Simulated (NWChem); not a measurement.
Molecule: C₂H₆BCl₂N; SMILES N(B(Cl)Cl)(C)C

```xyz
12

B      0.0000     0.0000    -0.2949
Cl     0.0000    -1.5179    -1.2376
Cl     0.0000     1.5179    -1.2376
N      0.0000     0.0000     1.0996
C      0.0000    -1.2124     1.9183
C      0.0000     1.2124     1.9183
H      0.8882    -1.2321     2.5632
H     -0.8882    -1.2321     2.5632
H      0.0000    -2.1029     1.2923
H     -0.8882     1.2321     2.5632
H      0.8882     1.2321     2.5632
H      0.0000     2.1029     1.2923
```
Atoms are numbered in this order, from 1.

Results from NWChem. The geometry was optimised at B3LYP/6-31G* (spherical d).

What does the run give for Hartree-Fock/cc-pVDZ? Quantities: highest occupied level (eV); orbital gap (eV); dipole (D).


* **highest occupied level (eV)**: -10.66
* **orbital gap (eV)**: 14.82
* **dipole (D)**: 3.40
